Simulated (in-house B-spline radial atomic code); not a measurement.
**Neutral terbium: [Xe] (4f5/2)1 (4f7/2)8 6s2 (an excited or competing configuration)**

All numbers are computed (Dirac-Hartree-Fock, average of the jj configuration; Fermi nucleus of rms radius 5.06 fm) with an all-electron radial atomic-structure program (B-spline basis), not measured.

Effective charges: Z_r = [3n² - l(l+1)]/(2<r>) from the radius, Z_e = n√(-2ε) from the energy, and Slater's rules. Values are occupation-weighted means over j. An effective charge above Z reflects the relativistic contraction of the inner shells.

| shell | electrons | ε (eV) | <r> (bohr) | Z_r | Z_e | Slater |
| --- | --- | --- | --- | --- | --- | --- |
| 1s | 2 | -52305 | 0.0215 | 69.76 | 62.00 | 64.70 |
| 2s | 2 | -8790.3 | 0.09088 | 66.02 | 50.84 | 60.85 |
| 2p | 6 | -7833.6 | 0.08058 | 62.05 | 47.99 | 60.85 |
| 3s | 2 | -2001.4 | 0.2381 | 56.69 | 36.39 | 53.75 |
| 3p | 6 | -1697.3 | 0.2368 | 52.78 | 33.51 | 53.75 |
| 3d | 10 | -1286.4 | 0.2163 | 48.55 | 29.17 | 43.85 |
| 4s | 2 | -420.58 | 0.5418 | 44.29 | 22.24 | 37.25 |
| 4p | 6 | -317.28 | 0.5732 | 40.13 | 19.32 | 37.25 |
| 4d | 10 | -169.3 | 0.6263 | 33.53 | 14.11 | 25.85 |
| 5s | 2 | -58.317 | 1.353 | 27.72 | 10.35 | 11.60 |
| 5p | 6 | -31.178 | 1.591 | 22.95 | 7.57 | 11.60 |
| 4f | 9 | -13.016 | 0.8605 | 20.92 | 3.91 | 16.20 |
| 6s | 2 | -5.0441 | 4.481 | 12.05 | 3.65 | 2.85 |

The least bound orbital is 6s1/2 at -5.044 eV, and it is also the most diffuse (<r> = 4.481 bohr). The part-filled 4f shell lies below the filled 6s shell in orbital energy.

For the 1s electron the small component carries 5.88 % of the norm, the zero-frequency Breit interaction raises the level by 158.7 eV, self-energy by 95.39 eV, and vacuum polarisation lowers it by 15.78 eV.
